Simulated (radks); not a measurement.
Results of a calculation; reference values are marked as such.
Task: Lu50+, 21 electrons, occupied as [Ar] 3d3. Code: a radial shooting solver on a logarithmic mesh with Libxc functionals. Model: Dirac Kohn-Sham, LB94 model potential, spin-unpolarised, spherical densities, finite nucleus; open shells fill j = l - 1/2 first; Fermi nuclear charge, rms radius 5.37 fm. Some entries of the table are withheld. Estimate them.

orbital  occ.  eigenvalue (hartree)  <r^2> (bohr^2)
1s1/2       2             -2447.820       0.0005108
2s1/2       2             -513.4960        0.007722
2p1/2       2             -496.6736        0.005532
2p3/2       4             -454.8049        0.006697
3s1/2       2                   (1)         0.04619
3p1/2       2             -186.3804         0.04180
3p3/2       4             -176.1777         0.04704
3d3/2       3                   (2)             (3)
3d5/2       0                   (4)             (5)

Result: 
(1) 3s1/2 eigenvalue (hartree): -193.1279
(2) 3d3/2 eigenvalue (hartree): -166.0137
(3) 3d3/2 <r^2> (bohr^2): 0.03506
(4) 3d5/2 eigenvalue (hartree): -163.6386
(5) 3d5/2 <r^2> (bohr^2): 0.03645
